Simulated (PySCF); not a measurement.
Rh⁺ (rhodium, charge +1) across methods

[Kr] 4d7 5s1, high-spin 5F determinant (an excited configuration). Calculation: PySCF 2.14, in aug-cc-pwCVTZ-DK (11s10p8d4f3g, 136 functions); the spin-free X2C one-electron Hamiltonian (Gaussian nucleus).

```tsv
method	E (hartree)	mean ε 4d α (eV)	mean ε 4d β (eV)	mean ε 5s α (eV)	Σ⟨r²⟩ (bohr²)	⟨S²⟩
BLYP	-4783.30	-17.387	-15.617	-12.654	40.92	6.001
r2SCAN	-4783.13	-18.107	-15.857	-13.015	40.53	6.002
UHF	-4780.76729	-24.411	-21.738	-14.997	40.94	6.004
BP86	-4783.71	-17.719	-15.827	-12.946	40.68	6.001
LDA	-4777.91	-17.771	-15.729	-13.063	40.73	6.000
MN15	-4786.45	-20.306	-18.324	-14.031	40.70	6.002
PBE	-4782.74	-17.638	-15.633	-12.773	40.78	6.001
PBE0	-4782.81	-19.534	-17.387	-13.467	40.64	6.001
```
